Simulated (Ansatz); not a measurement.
System: SbH₅ (charge 0, singlet). 
Coordinates optimised at B3LYP-D3(BJ)/def2-TZVP (Ansatz, a quantum-chemistry and plane-wave program):
```
Sb
H 1 1.7152
H 1 1.7152 2 120.00
H 1 1.7152 2 120.00 3 180.00
H 1 1.7744 2 90.00 3 90.00
H 1 1.7744 2 90.00 5 -180.00
```
Charge 0, spin multiplicity 1.

Basis-set convergence of Hartree-Fock and CCSD correlation energies (hartree) with Ansatz. Valence correlation only, unless marked. No spin-orbit coupling. The frozen core is the preceding noble-gas configuration, with the filled d and f shells of earlier blocks. In def2 rows, elements after Kr have scalar-relativistic effective core potentials.

```json
[
 {"basis": "def2-SVP", "functions": "51", "E(HF)": "-242.01108", "E(corr, CCSD)": "-0.17434"},
 {"basis": "def2-TZVPP", "functions": "120", "E(HF)": "-242.02807", "E(corr, CCSD)": "-0.21247"},
 {"basis": "def2-QZVPP", "functions": "232", "E(HF)": "-242.03118", "E(corr, CCSD)": "-0.22291"}
]
```

Extrapolating the two largest sets (X = 3 and 4) as X^-3: E(corr) = (64·(-0.22291) - 27·(-0.21247))/37 = -0.2305 Eh, an estimate of the basis-set limit. The largest set recovers 96.7 % of it, the smallest 75.6 %.
